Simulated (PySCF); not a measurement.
## C5H5N2Si: g tensor and hyperfine couplings

C5H5N2Si (doublet state).
Cartesian coordinates in Å at the GFN2-xTB level; atoms count from 1:
```xyz
13
C5H5N2Si angstrom
C      3.0605   -0.0650    0.5525
C      2.0692   -0.1720   -0.1198
Si     0.5324   -0.3067   -1.1380
C     -0.8285    0.6450   -0.2051
C     -1.1328    1.9162   -0.6685
N     -1.3500    2.9531   -1.1262
N     -1.4075    0.1988    0.8825
C     -1.7741   -0.9371    1.3004
H      3.9302    0.0266    1.1377
H      0.1207   -1.7165   -1.1787
H      0.7048    0.3010   -2.4542
H     -2.0401   -1.0345    2.3404
H     -1.8892   -1.8084    0.6593
```

The hyperfine couplings belong to this conformer and change with its torsions.

The species is `C#C[SiH2][C](C#N)N=C` [radical].

Method: PySCF 2.14.0, UKS B3LYP, pcH-1 on C H N Si, non-relativistic, mean-field spin-orbit, GIAO. Geometry: GFN2-xTB, one conformer, isolated molecule. The geometry wasn't refined by DFT: couplings that depend on bond lengths, twists or pyramidal angles can differ widely from those at the functional's own minimum. The frame is twisted about the C4–N7 bond at this geometry (dihedral Si3–C4–N7–C8 = -37°); couplings at other torsion angles weren't computed. The SCF solution wasn't tested for stability.

```json
{"g1, g2, g3": "2.00203, 2.00272, 2.00318", "g_iso": "2.00264", "Form of g": "rhombic: the two nearest values differ by 40 % of g3 − g1", "⟨S²⟩": "0.7630 (exact 0.7500)", "HOMO–LUMO gap, α and β orbitals": "4.35, 4.13 eV", "Total energy": "-592.42007 Eh", "Basis functions": "260"}
```

Hyperfine couplings atom by atom, in MHz; T1 to T3 are the principal values of the dipolar part; ρ(0) is the spin density at the nucleus:

```csv
atom,isotope,a_iso,of which spin–orbit,T1,T2,T3,Mulliken spin population,ρ(0) (bohr⁻³)
C1,13C,1.0,0.0,-0.4,-0.3,0.7,0.00,0.0009
C2,13C,17.4,0.0,-0.8,-0.6,1.5,0.01,0.0154
Si3,29Si,23.3,0.0,-4.1,1.3,2.9,0.01,-0.0262
C4,13C,46.0,-0.1,-43.1,-42.6,85.7,0.52,0.0410
C5,13C,-29.2,0.0,-13.3,-1.1,14.4,-0.13,-0.0260
N6,14N,5.6,0.0,-11.4,-9.0,20.4,0.24,0.0173
N7,14N,21.8,0.0,-17.8,-5.8,23.6,0.07,0.0675
C8,13C,47.2,0.0,-25.0,-21.7,46.7,0.28,0.0420
H9,1H,0.5,0.0,-0.5,-0.4,0.9,0.00,0.0001
H10,1H,26.5,0.0,-2.6,-0.6,3.3,0.01,0.0059
H11,1H,5.0,0.0,-2.3,-1.3,3.6,0.00,0.0011
H12,1H,-3.3,0.0,-11.1,-4.7,15.8,-0.01,-0.0007
H13,1H,14.8,0.0,-9.3,-2.8,12.1,0.01,0.0033
```

Largest spin populations (Mulliken): C4 (+0.52), C8 (+0.28), N6 (+0.24) and C5 (-0.13). Three atoms exceed +0.15. The angles at C4 add up to 359.8°, so it is planar.

C4, the radical centre as drawn in `C#C[SiH2][C](C#N)N=C`, holds a spin population of +0.52 out of 1.

Axes: g1 points within 10° of the N7–C8 bond.

Under fast tumbling the dipolar parts average out, and these isotropic splittings remain: 1 × 14N (N7, I = 1, 3 lines) with 0.78 mT, 2 × 1H (H10/H11, I = 1/2, 3 lines) with 0.56 mT, 1 × 1H (H13, I = 1/2, 2 lines) with 0.53 mT, 1 × 14N (N6, I = 1, 3 lines) with 0.20 mT and 1 × 1H (H12, I = 1/2, 2 lines) with 0.12 mT.

Class means assume fast exchange of nuclei equivalent by connectivity; if that motion is slow, each nucleus keeps its own coupling. The 1H value of +15.8 MHz is a mean of couplings from 5.0 to 26.5 MHz in this one geometry, not an average over conformers.

The 13C coupling of C8 (47.2 MHz) shows only in satellite lines or after enrichment, since that isotope makes up about 1.07 % of natural carbon.

The 29Si coupling of Si3 (23.3 MHz) shows only in satellite lines or after enrichment, since that isotope makes up about 4.7 % of natural silicon.

The spin density at the nucleus, in bohr⁻³, is negative for Si3 (-0.0262) and C5 (-0.0260), for instance. A restricted open-shell determinant has no negative spin density anywhere; here it arises because α and β orbitals differ (spin polarisation).

The run took 62 s (grids of density and orbitals included) on INTEL XEON PLATINUM 8581C at 2.30 GHz, one thread, shared host with 32 logical CPUs at a one-minute load of 8.5, and the process peaked at 1.0 GiB of memory.
